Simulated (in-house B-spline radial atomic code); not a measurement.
Ga⁺. Computed with a B-spline radial atomic code. Model: non-relativistic spherical atom: semilocal Troullier-Martins pseudo-atom, one channel per l, against all electrons, high spin, G0W0 and RPA with empty states to l = 8, local potential for every l without a channel, a model core (radius 0 = none) keeps its share of the functional.

The core holds an angular momentum without a channel of its own, so the local potential lets valence electrons into it.

What the tables leave out is listed at the end.

The pseudopotential gives back the lowest level of each angular momentum of its own functional in the configuration it was made in; a second state of the same l is only approximately right. Exact exchange, RPA and GW see the smooth pseudo-orbitals and miss the exchange with the core, for which the functional's share stands in. The column with an uncorrelated core keeps all orbitals and exact exchange, and so separates missing core correlation from pseudisation. Only the three outermost levels and the lowest empty one were computed. RPA here is direct RPA, with no exchange kernel, and its energies carry an (l + 1/2)⁻⁴ tail. A hybrid on a potential with a model core restores only its own semilocal share of the core's exchange.

Command:
```bash
python run_psgw.py task.json out
```
Settings (lengths in bohr, energies in hartree):
```
Z                      31
electrons              30
configuration          [Ar] 3d10 4s2
generated_in           [Ar] 3d10 4s2 4p1
functional             pbe,pbe
core_shells            6
radius_factor          0.8
core_correction        True
ion_configuration      [Ar] 3d10 4s1
```

Cost of the run: 43 s on 1 thread of Arm Neoverse N1 (shared host).

Given: made with PBE; model core radius 1.613 bohr; local radius 1.608 bohr; mean-field start PBE.

Valence shells of the generating configuration: 4s, 4p.

Channel: s 1.534, p 2.03 (radii in bohr).

Computed: largest level miss in the spin-unpolarised generating configuration 0 eV; all-electron RPA polarisability, core included 14.799 bohr³; pseudo-atom RPA polarisability 14.559 bohr³; ionisation by mean-field all-electron 20.427 eV; ionisation by mean-field pseudo minus all 0.153 eV; ionisation by RPA all-electron 20.593 eV; ionisation by RPA pseudo minus all 0.649 eV.

```tsv
level	occupied	mean-field all-electron (eV)	mean-field pseudo minus all (eV)	G0W0 all-electron (eV)	G0W0 uncorrelated core minus all (eV)	G0W0 pseudo minus all (eV)	exchange self-energy all-electron (eV)	exchange self-energy pseudo (eV)
4s	1	-16.039	-0.046	-20.482	0.59	0.083	-14.318	-10.903
4p (empty)	0	-9.0913	-0.029	-6.162	0.227	-0.201	-3.9288	-2.0883
```

Q: What is the valence RPA correlation energy all-electron orbitals?

A: -0.075289 hartree.

Q: What is the valence RPA correlation energy pseudo?

A: -0.084122 hartree.

Given: mean-field start PBE0.

Computed: valence RPA correlation energy all-electron orbitals -0.065776 hartree; valence RPA correlation energy pseudo -0.073115 hartree; ionisation by mean-field all-electron 20.095 eV; ionisation by mean-field pseudo minus all -0.124 eV; ionisation by RPA all-electron 20.417 eV; ionisation by RPA pseudo minus all 0.023 eV.

```csv
level,occupied,mean-field all-electron (eV),mean-field pseudo minus all (eV),G0W0 all-electron (eV),G0W0 uncorrelated core minus all (eV),G0W0 pseudo minus all (eV),exchange self-energy all-electron (eV),exchange self-energy pseudo (eV)
4s,1,-16.922,0.18,-20.399,0.58,0.386,-14.087,-10.7
4p (empty),0,-8.2048,0.007,-6.1214,0.206,-0.101,-3.6334,-1.9961
```

Q: What is the all-electron RPA polarisability, core included?

A: 13.449 bohr³.

Q: What is the pseudo-atom RPA polarisability?

A: 13.732 bohr³.

Among the listed levels the largest G0W0 shift of the pseudo-atom is +0.39 eV, for 4s on the PBE0 start, while leaving the core uncorrelated moves that level by +0.58 eV. The rest, -0.19 eV, comes from pseudisation and the lost core exchange. Not in the tables (levels of low weight, unsolved or above zero; the highest and the empty levels are kept at any weight): no Hartree-Fock pseudo-atom is run with a model core.
